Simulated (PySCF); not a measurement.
C₆H₈PSi (charge -1).
Atom-mapped SMILES: `[CH2:1]=[CH:2][c:3]1[cH:4][p-:5][c:6]([SiH3:7])[cH:8]1`

Geometry (GFN2-xTB, Å), atoms numbered from 1 in this order:
```xyz
16
C6H8PSi angstrom
C     -2.6926    1.0644   -0.8012
C     -2.3021    0.0227   -0.0590
C     -0.9578   -0.3914    0.2195
C     -0.6656   -1.5105    1.0100
P      1.0234   -1.8069    1.2096
C      1.3855   -0.3844    0.2018
Si     3.0933    0.1950   -0.2085
C      0.2226    0.2282   -0.2271
H     -3.7368    1.2977   -0.9507
H     -1.9870    1.7196   -1.2844
H     -3.0730   -0.5955    0.3978
H     -1.4229   -2.1395    1.4611
H      3.8906   -0.7413   -1.0300
H      3.0383    1.4510   -0.9859
H      3.9431    0.4883    0.9641
H      0.2334    1.1116   -0.8516
```

Definitions: NICS(0) = −σiso at the ring centroid; NICS(1) = −σiso and NICS(1)zz = −σzz at ±1 Å along the ring normal z. Level: GIAO PBE0/pcSseg-1 (PySCF, non-relativistic, gas phase) on the GFN2-xTB geometry, one conformer.

Ring bond lengths (Å), with Mayer bond orders in brackets: C3–C4 1.401 (1.38), C4–P5 1.726 (1.36), P5–C6 1.780 (1.16), C6–C8 1.383 (1.48), C8–C3 1.406 (1.33).

**Question.** What do the NICS probes read (ppm)?

**Answer.** 
```csv
ring,type,NICS(0),"NICS(1), two faces","NICS(1)zz, two faces",rms pucker (Å),"centre to ring atoms, mean (Å)"
C3–C4–P5–C6–C8,5-membered ring with P; formal bonds all aromatic,-9.9,-10.5 / -10.4,-26.0 / -25.8,0.00,1.30
```

**Question.** What do they say, and how far can they be read as aromaticity?

**Answer.** 
- C3–C4–P5–C6–C8: mean NICS(1)zz -25.9 ppm, shielded.

**Question.** How equal are the bonds by HOMA? HOMA = 1 − mean of α(R − Ropt)² over the ring bonds, with Krygowski's 1993 parameters (CC: Ropt 1.388 Å, α 257.7 Å⁻²; CP: Ropt 1.698 Å, α 118.91 Å⁻²).

**Answer.** 
- C3–C4–P5–C6–C8: HOMA 0.79; the largest term is that of P5–C6, α(R − Ropt)² = 0.81.

**Question.** How shielded are the nuclei of the rings and their hydrogens (means over atoms taken as equivalent)?

**Answer.** 
```json
{"atoms": "C3", "environment": "substituted aromatic carbon", "σ isotropic (ppm)": "51.5"}
{"atoms": "C4", "environment": "aromatic CH carbon", "σ isotropic (ppm)": "32.5"}
{"atoms": "P5", "environment": "phosphorus bonded to 2 C", "σ isotropic (ppm)": "187.4"}
{"atoms": "C6", "environment": "substituted aromatic carbon", "σ isotropic (ppm)": "62.3"}
{"atoms": "C8", "environment": "aromatic CH carbon", "σ isotropic (ppm)": "57.7"}
{"atoms": "H12", "environment": "aromatic hydrogen", "σ isotropic (ppm)": "24.28"}
{"atoms": "H16", "environment": "aromatic hydrogen", "σ isotropic (ppm)": "24.13"}
```
